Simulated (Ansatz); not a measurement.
Reaction (redistribution): `[OH][SnH]([OH])[OH]` + `C[SiH](F)[SeH]` → `[CH3][Sn]([OH])([OH])[OH]` + `F[SiH2][SeH]`

Isolated molecules relaxed with PBE0-D4/def2-TZVP in Ansatz; ΔE leaves out vibrations. CCSD(T)/CBS is the MP2 limit (def2-TZVPP, def2-QZVPP) plus CCSD(T) − MP2 in def2-TZVPP, frozen cores. Functionals use def2-TZVPP. HSE06 is defined as in plane-wave codes. Elements past krypton have def2 core potentials. For Se, Sn outer-core shells are correlated without core-valence functions, which leaves a few kJ/mol of doubt a bond. Scalar relativity is left out up to krypton. One conformer a species, not always the lowest.

`[OH][SnH]([OH])[OH]`:

```xyz
8

O     1.721    0.584    0.003
Sn   -0.232    0.531   -0.017
O    -0.787   -0.458    1.574
O    -0.751   -0.551   -1.558
H     2.086    0.062    0.722
H    -0.906    2.080   -0.069
H    -1.143   -1.322    1.351
H     0.012   -0.925   -2.007
```

`C[SiH](F)[SeH]`:

```xyz
9

C     0.171   -1.113   -0.324
Si    0.455    0.694   -0.036
F     0.274    1.444   -1.440
Se   -0.942    1.558    1.526
H     0.340   -1.676    0.596
H    -0.853   -1.297   -0.658
H     0.853   -1.484   -1.093
H     1.815    1.010    0.459
H    -2.113    0.866    0.970
```

`[CH3][Sn]([OH])([OH])[OH]`:

```xyz
11

C     0.064    1.774   -0.473
Sn   -0.009   -0.262    0.070
O    -1.587   -0.695    1.148
O     1.545   -0.816    1.128
O    -0.066   -1.454   -1.484
H     0.602    2.327    0.296
H     0.582    1.867   -1.427
H    -0.951    2.156   -0.563
H    -1.354   -1.182    1.943
H     1.949   -1.614    0.777
H    -0.774   -2.100   -1.414
```

`F[SiH2][SeH]`:

```xyz
6

F    -1.188   -0.180   -1.347
Si    0.089   -0.378   -0.408
Se    0.565    1.475    0.791
H    -0.212   -1.517    0.487
H     1.263   -0.618   -1.274
H    -0.517    1.218    1.751
```

```csv
level,ΔE (kJ/mol),difference from CCSD(T)/CBS
PBE,11.7,4.7
PBE0,13.6,6.6
r2SCANh,14.9,7.9
HSE06,13.6,6.6
CAM-B3LYP,13.1,6.1
MP2/def2-SVP,11.7,4.7
CCSD/def2-TZVPP,8.5,1.5
CCSD(T)/def2-TZVPP,7.7,0.7
SCS-MP2/def2-QZVPP,5.4,-1.6
MP2/CBS(def2),4.8,-2.2
CCSD(T)/CBS,7.0,0
```

(1) What do rigid-rotor, harmonic-oscillator terms from PBE0-D4/def2-TZVP frequencies (298.15 K, 1 bar) make of the CCSD(T)/CBS value? (Estimate.)

Largest T1 diagnostic among the species: 0.014.

Answers

(1) Computed: ΔZPE = +2.2 kJ/mol, ΔH = +9.9 kJ/mol, ΔS = 9 J/(mol·K), ΔG = +7.1 kJ/mol.

Leaving LDA and LC-ωPBE aside and taking each functional with its dispersion term where it has one, the values, not all of them listed here, spread over 14.5 kJ/mol, from B2PLYP to B97M-V. LDA lies +7.4 kJ/mol from PBE without D4. From BLYP to BHLYP (50 % exact exchange), in def2-TZVPP and without D4, ΔE moves by +4.9 kJ/mol. In def2-TZVPP, CCSD(T) changes the Hartree–Fock value by −4.8 kJ/mol (the triples alone add −0.8 kJ/mol) and MP2 by −7.0 kJ/mol.
